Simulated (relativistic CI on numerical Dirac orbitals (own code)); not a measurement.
## One change at a time: Os⁴³⁺

Base calculation: Dirac-Coulomb-Breit CI, orbitals from a KLI potential per configuration, a model potential for QED, unscaled Slater integrals.

Configurations in the expansion (outside the closed core [Ar] 3d10): 4s²4p³, 4s4p⁴, 4s²4p²4d, 4p⁵, 4s4p³4d, 4s²4p²4f, 4s4p³4f, 4p⁴4d, 4s4p²4d², 4s²4p4d4f, 4p⁴4f, 4p³4d4f, 4s4p²4f², 4s²4p²5s, 4p⁴5s, 4s²4p²5p, 4s4p²4d5s, 4s²4p4f5s, 4s4p³5s, 4s²4p²5d, 4s4p³5p, 4s²4p²5f, 4s²4p²5g, 4s4p³5d, 4p³4f5s, 4s4p³5f, 4s²4p²6s, 4s²4p4d², 4s²4d³, 4s4p4d³, 4s²4d²4f, 4s4p4d²4f, 4s²4d²5s, 4p³4d², 4p²4d³, 4p²4d²4f, 4p²4d²5s, 4s²4p4f², 4s²4d4f², 4s4p4d4f², 4s²4f³, 4s4p4f³, 4s²4f²5s, 4p³4f², 4p²4d4f², 4p²4f³, 4p²4f²5s, 4s4p²4d4f, 4s4p4d4f5s, 4s²4p4d5s, 4s4p4d²5s, 4s²4d4f5s, 4s²4d5s², 4p³4d5s, 4p²4d4f5s, 4p²4d5s², 4s4p²4f5s, 4s4p4f²5s, 4s4p4f5s², 4s²4p5s², 4s4p4d5s², 4s²4f5s². Double excitations out of closed p, d and f shells are left out; levels of such configurations are missing from the list, as are those of other unlisted configurations, and high levels can miss mixing partners. These lack a partner that the ground configuration has and come out too high: 4s²4p²5p, 4s²4p²5d, 4s4p³5p, 4s²4p²5f, 4s²4p²5g.

Variants: (1) configuration mixing switched off; (2) only the first 3 configurations. Shifts of the energy above 4s²4p³ ²P°3/2, in eV, for the lowest level and the first level of each name with at least 55 % of one term (blank where a level changes its place among those of its configuration and J or its character, or is not in the variant):

```csv
Level,Base,Δ(1),Δ(2)
4s²4p³ ²P°3/2,0.000,0.000,0.000
4s²4p³ ²D°5/2,109.083,+0.540,+0.540
4s²4p³ ²P°1/2,116.387,+0.925,+0.925
4s4p⁴ ⁴P5/2,209.082,-0.691,-0.845
4s4p⁴ ²S1/2,222.656,+4.405,-0.555
4s²4p²4d ⁴D1/2,264.448,+0.232,-0.436
4s²4p²4d ²G9/2,293.483,-0.294,-0.294
4s4p⁴ ²D5/2,328.494,-0.557,+0.391
4s²4p²4d ⁴F9/2,399.728,+0.307,+0.307
4p⁵ ²P°3/2,444.879,+7.205,
```

At this charge energies of transitions that change n are usually good to better than 1 %, and those within a shell (Δn = 0) to a few per cent.

Ionisation energy from the two ground configurations alone: base 2168.23 eV. The NIST ASD value (theoretical) is 2168 eV.

LS names give the leading component of a level, which can be under half, so a name can repeat, a term be missing and a line seem to break the LS rules.
